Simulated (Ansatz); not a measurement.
A nudged elastic band was laid between two geometries of CH7NSn (10 atoms, charge 0, multiplicity 1).

Computed with Ansatz, RKS B3LYP/def2-SVP.

| Property | Result |
| --- | --- |
| movable images | 7 |
| climbing image | yes |
| spring | 5.0 eV/Å² |
| optimiser | quadratic models (default) |
| start path | through a guess of the saddle point |
| force threshold | 0.05 eV/Å |
| iteration limit | 35 |
| end points | relaxed |

Image 0:

```xyz
10
Properties=species:S:1:pos:R:3
C -0.926 0.767 -0.903
N -0.311 -0.496 -0.528
Sn 0.929 -0.632 1.110
H -1.719 0.603 -1.656
H -1.419 1.223 -0.028
H -0.237 1.534 -1.320
H 0.063 -0.987 -1.338
H 1.430 -2.274 1.171
H -0.035 -0.200 2.467
H 2.309 0.412 1.028
```

Image 8:

```xyz
10
Properties=species:S:1:pos:R:3
C -0.645 0.734 -1.144
N -0.768 -0.157 -0.001
Sn 0.858 -0.591 1.185
H -1.645 1.010 -1.527
H -0.160 1.677 -0.839
H -0.065 0.338 -2.005
H -1.310 -0.988 -0.231
H 2.188 -1.282 0.315
H 0.282 -1.696 2.368
H 1.348 0.903 1.881
```

Question: Which bonds break or form, and what moves?

Answer: No bond is made or broken. The dihedral C1–N2–Sn3–H8 goes from -180 to -58°. The two ends are copies of one structure, up to a mirror image or an exchange of like atoms.

Question: What energy profile does the band end with?

Answer: The forces met the threshold. The highest image is number 4 of 0 to 8, 0.048 eV above the ends, which have the same energy within 2 meV. A vibrational analysis at the climbing image gives one clearly imaginary mode, 116i cm⁻¹: a first-order saddle point.

```tsv
image	path coordinate (Å)	energy (eV)	dihedral C1–N2–Sn3–H8 (°)
0	0.00	0.000	-180
1	0.53	0.006	-164
2	1.06	0.022	-149
3	1.59	0.040	-134
4	2.12	0.048	-119
5	2.62	0.041	-103
6	3.12	0.023	-88
7	3.62	0.007	-73
8	4.12	0.000	-58
```

Question: What is the geometry of the highest image?

Answer: 
```xyz
10
Properties=species:S:1:pos:R:3
C -0.742 0.799 -1.048
N -0.577 -0.436 -0.296
Sn 0.834 -0.623 1.193
H -1.695 0.783 -1.609
H -0.804 1.659 -0.361
H 0.062 1.028 -1.780
H -0.615 -1.252 -0.904
H 1.964 -1.864 0.787
H 0.037 -1.045 2.659
H 1.620 0.899 1.362
```

Question: What are the harmonic wavenumbers there?

Answer: 116i, 132, 215, 409, 472, 504, 624, 692, 715, 728, 1079, 1116, 1133, 1373, 1444, 1470, 1491, 1871, 1897, 1898, 2942, 3026, 3083, 3549 cm⁻¹.

The run took 5.7 min on 1 CPU thread of a shared host.
